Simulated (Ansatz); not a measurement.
The same group exchange along the group F, Cl, Br.

Gas-phase electronic energies from Ansatz, PBE0-D4/def2-TZVP geometries. CBS: MP2 limit from def2 TZ/QZ plus the TZ coupled-cluster correction, frozen cores. This one scheme is used for every species. DFT in def2-TZVPP. For Br outer-core shells are correlated without core-valence functions, which leaves a few kJ/mol of doubt a bond. Scalar relativity is left out up to krypton. Each species was taken in one conformer, which may not be the lowest.

```tsv
reaction	CCSD/CBS(def2) (kcal/mol)	B97M-V (kcal/mol)
`Fc1ccc[nH]1` + `C=O` → `O=Cc1ccc[nH]1` + H–F	-29.8	-30.5
`Clc1ccc[nH]1` + `C=O` → `O=Cc1ccc[nH]1` + HCl	-23.4	-27.4
`Brc1ccc[nH]1` + `C=O` → `O=Cc1ccc[nH]1` + HBr	-21.8	-26.6
```

(1) Give the CCSD(T)/CBS values in the same order. (Estimate.)

Largest T1 diagnostic: 0.015, for `C=O`.

## Answers

(1) The calculation gave: -31.3, -23.8, -22.2 kcal/mol.
